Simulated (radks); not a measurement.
Trend from Zr+ to Cd+: ionisation energy by Delta-SCF between NIST ground configurations, and size. Calculated with a radial shooting solver on a logarithmic mesh with Libxc functionals: Dirac Kohn-Sham, LDA (Slater exchange, Perdew-Wang correlation), spin-unpolarised, spherical densities, point nucleus; open shells are shared between the two j in proportion to 2j + 1.

species  configuration  IE (eV)  NIST (eV)       kind  outermost  <r> outermost (bohr)  r at 0.001 e/bohr^3 (bohr)
Zr+       [Kr] 4d2 5s1   13.234     13.130       exp.      5s1/2                  3.39                        4.47
Nb+           [Kr] 4d4   14.273     14.320  semi-emp.      4d5/2                  2.07                        4.09
Mo+           [Kr] 4d5   15.700       16.2  semi-emp.      4d5/2                  1.90                        4.01
Tc+       [Kr] 4d5 5s1   15.195     15.260  semi-emp.      5s1/2                  3.01                        4.21
Ru+           [Kr] 4d7   18.437       16.8  semi-emp.      4d5/2                  1.65                        3.83
Rh+           [Kr] 4d8   19.768     18.080  semi-emp.      4d5/2                  1.56                        3.75
Pd+           [Kr] 4d9   21.083       19.4  semi-emp.      4d5/2                  1.47                        3.67
Ag+          [Kr] 4d10   22.387     21.484       exp.      4d5/2                  1.40                        3.59
Cd+      [Kr] 4d10 5s1   17.515     16.908       exp.      5s1/2                  2.62                        3.85

Reference values: NIST Atomic Spectra Database (exp. = measured, semi-emp. = semi-empirical, theory = theoretical value adopted there). Spin polarisation and multiplet splitting are left out, so open shells lie too high by an amount that depends on their filling. Sharing an open shell by 2j + 1 raises it above the true ground level by a part of the spin-orbit splitting, which enters the differences from NIST.

Beside tabulated values, note that spin-unpolarised runs miss the spin-polarisation part of the exchange energy of open shells.
